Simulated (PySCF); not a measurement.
**Polarisability and C₆ of Mn(2+) (manganese, charge +2)**

[Ar] 3d5, high-spin 6S determinant. All numbers are calculated (PySCF 2.14, the spin-free X2C one-electron Hamiltonian (Gaussian nucleus), in aug-cc-pwCVTZ-DK with one added diffuse shell each of s, p, d, f, g type (11s10p8d5f4g, 152 functions)). Coupled (time-dependent) response in atomic units; α is the mean over directions.

```csv
method,mean α (bohr³),C₆ (like pair),S(−4)
M06,3.802,11.16,8.146
```

S(−4) is the Cauchy moment in α(ω) = α(0) + S(−4) ω² + …

α(iu) at M06:

```csv
u (hartree),α(iu) (bohr³)
0,3.802
0.0500,3.782
0.100,3.724
0.200,3.522
0.300,3.261
0.500,2.746
0.750,2.242
1.00,1.870
1.50,1.366
2.00,1.041
3.00,0.6575
5.00,0.3276
```

For an ion, C₆ is the dispersion term alone; charge-induced terms of lower order in 1/R come first.
